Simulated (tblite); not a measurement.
Species: C6H10FP.
Atom-mapped SMILES: `[CH3:1][C:2]1=[C:3]([F:4])[P:5]([CH3:6])[CH2:7][CH2:8]1` (hydrogens: H9, H10, H11 on C1; H12, H13, H14 on C6; H15, H16 on C7; H17, H18 on C8)

Computed with GFN2-xTB (tblite), gas phase: L-BFGS steps from a force-field or distance-geometry start until the largest atomic force falls under 0.01 eV/Å.

Step 74: E = -685.2303 eV
```
atom  x, y, z in Å  |  force x, y, z in eV/Å
C1      2.2948   -0.9143    0.0575   -0.006  -0.003   0.009
C2      1.0106   -0.1884   -0.1590   -0.007   0.011   0.008
C3      0.1825   -0.3627   -1.1836   -0.004  -0.008  -0.009
F4      0.4109   -1.2386   -2.1848    0.010   0.012  -0.024
P5     -1.3584    0.6219   -1.1889   -0.008   0.012   0.016
C6     -2.3778   -0.6130   -0.2474   -0.054  -0.041   0.028
C7     -0.6455    1.5962    0.2380    0.034   0.010  -0.009
C8      0.5260    0.8133    0.8489    0.009   0.032   0.029
H9      3.1301   -0.2145    0.0832   -0.015   0.005  -0.007
H10     2.4599   -1.6338   -0.7400    0.024  -0.007   0.013
H11     2.2675   -1.4378    1.0128    0.022  -0.016   0.003
H12    -3.3407   -0.1691    0.0004    0.010  -0.006  -0.008
H13    -2.5461   -1.4733   -0.8940   -0.034  -0.001   0.020
H14    -1.8740   -0.9373    0.6628   -0.011   0.016  -0.035
H15    -1.4184    1.8368    0.9706    0.023  -0.030  -0.047
H16    -0.2837    2.5403   -0.1774   -0.009   0.007   0.011
H17     0.2172    0.2918    1.7605    0.001  -0.016  -0.019
H18     1.3363    1.4889    1.1288    0.017   0.023   0.021
```

Step 75: E = -685.2308 eV
```
atom  x, y, z in Å  |  force x, y, z in eV/Å
C1      2.2948   -0.9137    0.0576   -0.002   0.000   0.004
C2      1.0112   -0.1873   -0.1598   -0.008   0.002   0.002
C3      0.1821   -0.3625   -1.1834    0.006  -0.003  -0.018
F4      0.4112   -1.2357   -2.1867    0.011   0.003  -0.021
P5     -1.3580    0.6221   -1.1884   -0.032  -0.004   0.012
C6     -2.3786   -0.6137   -0.2466   -0.042  -0.034   0.025
C7     -0.6434    1.5968    0.2370    0.023   0.007  -0.010
C8      0.5263    0.8136    0.8491    0.009   0.005   0.012
H9      3.1285   -0.2123    0.0826   -0.003   0.000  -0.001
H10     2.4616   -1.6341   -0.7389    0.019  -0.002   0.009
H11     2.2668   -1.4370    1.0129    0.025  -0.012   0.006
H12    -3.3413   -0.1695    0.0011    0.005  -0.004  -0.012
H13    -2.5469   -1.4758   -0.8912   -0.029   0.015   0.021
H14    -1.8759   -0.9365    0.6646   -0.006   0.014  -0.035
H15    -1.4167    1.8376    0.9685    0.015  -0.018  -0.033
H16    -0.2811    2.5399   -0.1796   -0.006   0.015   0.010
H17     0.2143    0.2875    1.7563   -0.001  -0.011   0.008
H18     1.3365    1.4870    1.1332    0.017   0.026   0.021
```

**Question.** Estimate the geometry and energy of step 76. (The exact step hangs on the optimiser's Hessian estimate; all steps are aligned on step 75, rigid shifts and turns removed.)

**Answer.** E = -685.2313 eV, largest force 0.043 eV/Å
```
atom  x, y, z in Å  |  force x, y, z in eV/Å
C1      2.2946   -0.9130    0.0578    0.003   0.001  -0.002
C2      1.0106   -0.1874   -0.1599   -0.004  -0.003   0.000
C3      0.1826   -0.3620   -1.1846    0.009   0.002  -0.013
F4      0.4139   -1.2326   -2.1896    0.011  -0.003  -0.019
P5     -1.3581    0.6216   -1.1891   -0.038  -0.020   0.005
C6     -2.3786   -0.6144   -0.2446   -0.035  -0.004   0.025
C7     -0.6414    1.5973    0.2341    0.009  -0.005  -0.009
C8      0.5243    0.8124    0.8501    0.016  -0.018   0.001
H9      3.1259   -0.2091    0.0807    0.012   0.000   0.007
H10     2.4640   -1.6341   -0.7376    0.009   0.001   0.003
H11     2.2690   -1.4362    1.0132    0.021  -0.004   0.009
H12    -3.3387   -0.1668    0.0083    0.012  -0.010  -0.017
H13    -2.5525   -1.4761   -0.8880   -0.025   0.019   0.017
H14    -1.8720   -0.9376    0.6641   -0.006   0.008  -0.029
H15    -1.4163    1.8396    0.9622    0.000  -0.004  -0.007
H16    -0.2768    2.5388   -0.1826    0.000   0.026  -0.001
H17     0.2066    0.2819    1.7528    0.002   0.000   0.015
H18     1.3343    1.4840    1.1408    0.005   0.013   0.014
```

The energy changes by -0.0005 eV. The first-order estimate −F·Δx gives -0.0007 eV and the mean of the old and new forces, exact on a quadratic surface, -0.0005 eV. The step makes an angle of 74° with the force vector and moves no atom by more than 0.010 Å.

The cost below is that of the whole relaxation. Time: 0.43 s. Hardware: AMD EPYC 9R45, one thread, on a shared host.
